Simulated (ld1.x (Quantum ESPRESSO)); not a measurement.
Transferability test, TM potential for iodine (I)

* Element: I
* Generator: ld1.x (Quantum ESPRESSO) 7.5
* Type: norm-conserving Troullier–Martins (Kleinman–Bylander form)
* Functional: PBE
* Relativity: fully relativistic
* Frozen core: [Kr] 4d10
* Valence charge: 7
* Reference configuration: 5s2 5p4 (charge +1)
* Partial waves: 5p (bound): rc 1.82 bohr; 5d channel at 0.45 Ry: rc 1.88 bohr; 5s (bound): rc 1.38 bohr
* Local potential: the s channel
* Core correction: Bessel-smoothed model core inside 0.70 bohr

Open shells are filled in proportion to 2j + 1 (rel_dist='average').

Energies are relative to the spin-unpolarised reference configuration 5s2 5p4; without spin polarisation the order of configurations can differ from experiment.

| valence configuration | charge | ΔE all-electron (eV) | error AE − PS (meV) |
| --- | --- | --- | --- |
| 5s2 5p3 | +2 | 19.875 | -3.2 |
| 5s2 5p2 | +3 | 49.237 | -21 |
| 5s1 5p6 | 0 | -0.788 | -14 |
| 5s1 5p5 | +1 | 10.933 | -17 |
| 5s2 5p1 | +4 | 88.703 | -70 |
| 5s2 5p4.5 | +0.5 | -6.612 | -0.3 |

Problem. What are ΔE and the potential's error for 5s2 5p5?

Solution. ΔE = -11.157 eV all-electron; the error (AE − PS) is -0.8 meV.

Note: ghost states, extra bound levels that the all-electron valence spectrum of the same l lacks: d3/2 at -704.2 eV, d5/2 at -556.9 eV. A true bound ghost makes a file unfit for plane-wave use.
